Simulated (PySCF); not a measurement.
Basis and Hamiltonian dependence of the excitation energy of Cr

Cr [Ar] 3d5 4s1 (7S) → Cr [Ar] 3d6 (5D). All values are computed (PySCF 2.14, energy differences of UHF-based or UKS calculations, no spin-orbit coupling). Values in eV.

```csv
basis,Hamiltonian,functions,PBE,PBE0
aug-cc-pVDZ,non-relativistic,59,4.070,n/a
x2c-TZVPPall,spin-free X2C,64,4.238,4.655
def2-TZVPPD,non-relativistic,67,4.087,4.515
"x2c-TZVPPall with one added diffuse shell each of s, p, d, f type",spin-free X2C,80,4.162,n/a
def2-QZVPPD,non-relativistic,93,n/a,n/a
x2c-QZVPPall,spin-free X2C,96,4.261,4.689
dyall-av2z,non-relativistic,101,4.082,4.506
aug-cc-pwCVTZ,non-relativistic,127,4.011,n/a
```

Problem. Estimate the row for aug-cc-pVQZ-DK (spin-free X2C, 140 functions).

Solution. From the rows with the same Hamiltonian and similar size; the calculation gives PBE 4.16 (eV).

Non-relativistic rows lack the scalar-relativistic shift.
